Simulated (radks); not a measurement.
Q: Species: Zn III. Configuration: [Ar] 3d10. All-electron calculation, Dirac Kohn-Sham, PBE, spin-unpolarised, spherical densities, point nucleus. Program: a radial shooting solver on a logarithmic mesh with Libxc functionals. Some entries of the table are withheld. Estimate them.

| orbital | occ. | eigenvalue (eV) | <1/r> (bohr^-1) |
|---|---|---|---|
| 1s1/2 | 2 | (1) | 30.23 |
| 2s1/2 | 2 | -1178.431 | 6.621 |
| 2p1/2 | 2 | -1040.243 | (2) |
| 2p3/2 | 4 | -1016.365 | (3) |
| 3s1/2 | 2 | (4) | (5) |
| 3p1/2 | 2 | (6) | 1.960 |
| 3p3/2 | 4 | (7) | 1.922 |
| 3d3/2 | 4 | (8) | 1.538 |
| 3d5/2 | 6 | (9) | 1.527 |

A: 
(1) 1s1/2 eigenvalue (eV): -9544.219
(2) 2p1/2 <1/r> (bohr^-1): 6.578
(3) 2p3/2 <1/r> (bohr^-1): 6.421
(4) 3s1/2 eigenvalue (eV): -150.0738
(5) 3s1/2 <1/r> (bohr^-1): 2.093
(6) 3p1/2 eigenvalue (eV): -106.3393
(7) 3p3/2 eigenvalue (eV): -103.2849
(8) 3d3/2 eigenvalue (eV): -31.0718
(9) 3d5/2 eigenvalue (eV): -30.7087
